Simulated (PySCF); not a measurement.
ClIPb (SMILES [Cl][Pb][I]), singlet, geometry from GFN2-xTB (such geometries of metal compounds can be far from the true shape) (core potentials on I, Pb), atoms displaced at random by about 0.03 Å a coordinate. Base run: R2SCAN/def2-SVP, gradient (PySCF).

Here is a job for PySCF.
```python
from pyscf import gto, scf, dft

mol = gto.Mole()
mol.atom = '''
    Pb    0.357082    0.318401    0.794416
    Cl    1.250745    2.110817   -0.771904
    I    -0.910774   -1.348684   -0.962798
'''
mol.basis = 'def2-svp'
mol.ecp = {'I': 'def2-svp', 'Pb': 'def2-svp'}
mol.charge = 0
mol.spin = 0
mol.verbose = 4
mol.build()

mf = dft.RKS(mol)
mf.xc = 'r2scan'
mf.kernel()
g = mf.nuc_grad_method()
grad = g.kernel()
```

The coordinate followed is x of atom 1.

The base run was repeated with changes; each row names its change, and settings that it needs were set with it.

```tsv
change	dE/dx (Eh/bohr)	net force (Eh/bohr)
base	-0.011660	0.000502
finite difference step (bohr) = 1e-5; conv_tol = 1e-11	-0.011771	-
finite difference step (bohr) = 0.05; conv_tol = 1e-11	-0.011772	-
conv_tol = 1e-6	-0.011661	0.000502
grids.level = 5; grid_response = on	-0.011640	0.000000
grids.level = 1; grid_response = on	-0.011620	0.000000
conv_tol = 1e-11	-0.011660	0.000502
finite difference step (bohr) = 0.2; conv_tol = 1e-11	-0.011772	-
density fitting = on	-0.011660	0.000502
density fitting = on; auxbasis_response = off	-0.011660	0.000595
grids.level = 0; grid_response = on	-0.012189	0.000000
grids.level = 1; grid_response = off	-0.011356	0.005209
```

The net force is zero for an exact gradient.
